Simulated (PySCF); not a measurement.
Computed properties of SiHF₂Cl, SMILES F[SiH](F)Cl

SiHF2Cl, SMILES F[SiH](F)Cl. Geometry: ωB97X-D3(BJ)/def2-SVP. One conformer was computed; it need not be the lowest. All values are computed for the isolated molecule unless a solvent is named; none is compared with measurement here.

**Structure.** The optimised structure has Cs symmetry. All 9 harmonic modes at ωB97X-D3(BJ)/def2-SVP (PySCF) are real, so it is a minimum. With heavy atoms numbered as in [SiH:1]([F:2])([F:3])[Cl:4], the shortest bond between them is Si1–F2 at 1.606 Å and the longest Si1–Cl4 at 2.029 Å.

**Vibrations.** The strongest infrared lines (harmonic, unscaled, degenerate partners summed) lie at 911 cm⁻¹ (255 km/mol, F 50 %, Si 40 %, H 10 %), 999 cm⁻¹ (214 km/mol, Si 50 %, F 45 %), 838 cm⁻¹ (95 km/mol, H 79 %, F 16 %). The softest mode is at 227 cm⁻¹ and the zero-point energy is 10.6 kcal/mol.

**Electronic structure.** ωB97X/def2-TZVPD (PySCF) places the frontier levels at -12.56 and 1.65 eV, a gap of 14.21 eV, and gives a dipole moment of 1.38 D and a mean polarisability of 38.0 bohr³.

**Excitations.** TDDFT-ωB97X/def2-SVPD (PySCF) has S1 at 9.24 eV (134 nm, f = 0.075, bright); the most intense of the 10 singlets computed lies at 10.39 eV (f = 0.10). T1 (TDA) is at 8.61 eV. No vertical singlet excitation falls in the visible range (under 3.1 eV).

**NMR.** GIAO shifts at KT2/pcSseg-2 (PySCF) (non-relativistic, atoms alike by connectivity averaged): ¹H at 5.9 ppm against TMS; ²⁹Si at -32.2 ppm against TMS; ¹⁹F at -153.0 ppm against CFCl3. Without spin–orbit terms, shifts of atoms bonded to Cl or Br come out too high.
